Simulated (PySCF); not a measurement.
## Worked example: chemical shift, span and skew from a shielding tensor

C4H7FSi, SMILES C=C=C(F)[SiH2]C. Atoms are numbered in the order given.

```xyz
13

C      2.8929     0.2513     0.5080
C      1.6981     0.0529     0.0066
C      0.4683    -0.1538    -0.4136
F      0.1829    -0.1678    -1.7520
Si    -1.0454    -0.4376     0.6742
C     -2.3581     0.8249     0.2299
H      3.2554     1.2597     0.7452
H      3.5793    -0.5834     0.7002
H     -0.6071    -0.3321     2.0965
H     -1.5566    -1.8184     0.4128
H     -2.0234     1.8456     0.4720
H     -2.5658     0.7814    -0.8510
H     -3.2993     0.6316     0.7683
```
Charge 0, spin multiplicity 1.

Geometry: r2SCAN-D4/def2-SVP. This is a generated structure with no PubChem entry under its InChIKey; it may be hypothetical. One conformer was computed; it need not be the lowest.

GIAO shieldings from PBE/pcSseg-1 (PySCF), non-relativistic, no solvent. The symmetric part of the tensor of F4 has the principal values 239.6, 319.1, 409.9 ppm. The same nucleus in CFCl3 has σ = 133.6 ppm at this level (PySCF, at its B3LYP-D3(BJ)/def2-TZVP geometry).

Work out the isotropic shielding, the ¹⁹F shift against CFCl3, the span and the skew.


σ(iso) = (σ11 + σ22 + σ33)/3 = 322.9 ppm. δ = σ(ref) − σ(iso) = 133.6 − (322.9) = -189.3 ppm.
Span Ω = σ33 − σ11 = 170.3 ppm. Skew κ = 3(σ(iso) − σ22)/Ω = 0.07. Tumbling in solution averages the tensor to δ; in a static solid the shielding alone would spread this spin-1/2 line over Ω.
